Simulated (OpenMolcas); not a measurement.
# neutral silicon: effect of the active space

```yaml
Program: OpenMolcas
Method: CASSCF or its RAS form
Basis: ANO-R3
Scalar_Hamiltonian: X2C, finite nucleus
Spin-orbit_coupling: state interaction with AMFI integrals over the reference wave functions, term energies averaged over their components
```

A. 2 electrons in 3 orbitals (3p); 2S+1 = 3 even, 3 roots; 2S+1 = 1 even, 6 roots; cost of the order of 3 core-seconds
B. 4 electrons in 4 orbitals (3s 3p); 2S+1 = 3 even, 3 roots; 2S+1 = 1 even, 6 roots; 2S+1 = 5 odd, 1 root; 2S+1 = 3 odd, 8 roots; cost of the order of 14 core-seconds
C. 4 electrons in 8 orbitals (3s 3p 4s 4p); 2S+1 = 3 even, 3 roots; 2S+1 = 1 even, 6 roots; 2S+1 = 5 odd, 1 root; cost about 16 core-seconds
D. 2 electrons in 9 orbitals (RAS2 3p; RAS3 3d 4s, at most 1 electron); 2S+1 = 3 even, 3 roots; 2S+1 = 1 even, 6 roots; 2S+1 = 3 odd, 3 roots (0 in the spin-orbit step); 2S+1 = 1 odd, 3 roots (0 in the spin-orbit step); cost about 19 core-seconds
E. 4 electrons in 9 orbitals (RAS2 3s 3p; RAS3 3d, at most 2 electrons); 2S+1 = 3 even, 3 roots; 2S+1 = 1 even, 6 roots kept (CI in the orbitals of an earlier block); 2S+1 = 3 odd, 8 roots; 2S+1 = 5 odd, 1 root kept (CI in the orbitals of an earlier block); 2S+1 = 1 odd, 5 roots kept (CI in the orbitals of an earlier block, 0 in the spin-orbit step); cost roughly 27 core-seconds

Energies in cm-1 above 3s2 3p2 3P0, the measured ground level; measured values from NIST Handbook of Basic Atomic Spectroscopic Data.

| Level | A | B | C | D | E | Measured |
| --- | --- | --- | --- | --- | --- | --- |
| 3s2 3p2 3P0 | 0.0 | 0.0 | 0.0 | 0.0 | 0.0 | 0.0 |
| 3s2 3p2 3P1 | 66.1 | 66.0 | 61.7 | 66.1 | 66.7 | 77.1 |
| 3s2 3p2 3P2 | 194 | 193 | 180 | 194 | 196 | 223 |
| 3s2 3p2 1D2 | 8784 | 8880 | 8330 | 8784 | 8787 | 6299 |
| 3s2 3p2 1S0 | 21494 | 15662 | 14381 | 21494 | 19801 | 15394 |

Deviations, from unrounded energies. A percentage is the sum of absolute deviations over the sum of measured energies, with the sign that they share, or ± where signs differ.

```tsv
Against measurement	Levels	A	B	C	D	E
mean absolute deviation (cm-1)	4	2200	720	780	2200	1700
fine structure of the ground term (%)	2	-13.2	-13.8	-19.4	-13.2	-12.7
other terms of the ground configuration (%)	2	+39.6	+13.1	±14.0	+39.6	+31.8
```

B lies closest to measurement on these levels and D furthest from it. The largest miss of B in the table is 3s2 3p2 1D2, by +2600 cm-1. The ranking rests on the paired levels alone, and a cruder setting can come out closer through cancelling errors.

Among A to E the level of the table that moves most is 3s2 3p2 1S0, by 7100 cm-1 (lowest in C, highest in D).

Without dynamic correlation excited terms often stand tens of per cent too high (terms of higher spin than the ground term too low), and those without a measured partner can miss by more than the paired ones. With the s shell closed, the reference lacks s² → p² mixing (holds for A; D). Active for correlation alone: 4p 4s; no level in the range computed is led by a configuration that fills them, so any true level of that kind is missing (holds for C). No level of 3s2 3p 4s was computed, though it lies in the active space (holds for D). Terms from blocks run as CI alone lack orbitals of their own (holds for E). Active for correlation alone: 3d; no level in the range computed is led by a configuration that fills it, so any true level of that kind is missing (holds for E). Measured partners are found by configuration, term and J. A level has none where our copy of the source lacks it or the pairing is in doubt (some pairs that miss far off the trend of their configuration count as doubtful), and it then counts in no deviation. Only configurations of the active space appear. Levels that lie high or do not pair safely by name in every column are left out.
